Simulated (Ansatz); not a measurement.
The same path of CH₇NOSiSn (12 atoms, charge 0, multiplicity 1) was run twice with different band settings. The coordinate that changes most is the height of N1 over the plane of its neighbours.

All numbers below come from RKS CAM-B3LYP-D4/def2-SVP (Ansatz 0.2.0).

Relaxed end points:

```xyz
12
Properties=species:S:1:pos:R:3
N -0.489 1.652 -0.097
C -0.094 0.295 -0.244
Sn 1.048 -0.624 1.354
O 0.594 0.038 -1.535
Si -0.920 -0.682 -1.558
H 0.202 2.253 0.347
H -1.396 1.774 0.343
H 1.500 -2.222 0.950
H 0.117 -0.635 2.795
H 2.442 0.338 1.618
H -1.960 -0.081 -2.418
H -0.967 -2.160 -1.521
```

```xyz
12
Properties=species:S:1:pos:R:3
N -0.453 1.618 0.141
C -0.132 0.278 -0.153
Sn 1.054 -0.637 1.403
O 0.477 0.018 -1.512
Si -1.028 -0.711 -1.401
H 0.373 2.212 0.209
H -1.111 2.049 -0.505
H 1.578 -2.178 0.882
H 0.138 -0.789 2.839
H 2.403 0.378 1.688
H -2.127 -0.103 -2.187
H -1.096 -2.189 -1.370
```

Common settings: spring 5.0 eV/Å²; optimiser quadratic models (default); start path IDPP; force threshold 0.05 eV/Å; end points relaxed.

| run | movable images | climbing image | iteration limit |
| --- | --- | --- | --- |
| 1 | 9 | yes | 27 |
| 2 | 6 | no | 50 |

Q: What does each run give, and how far can it be trusted?

A: Run 1: converged after 6 iterations, highest image 0.005 eV above the first end. The top lies less than 8 meV above the higher end, about what the thresholds resolve: that end is a shoulder or a very shallow well. A vibrational analysis at the climbing image gives one clearly imaginary mode, 250i cm⁻¹: a first-order saddle point.
Run 2: converged after 6 iterations, highest image 0.005 eV above the first end. The top lies less than 8 meV above the higher end, about what the thresholds resolve: that end is a shoulder or a very shallow well. No image climbed, so the highest image needn't sit at the top of the path.
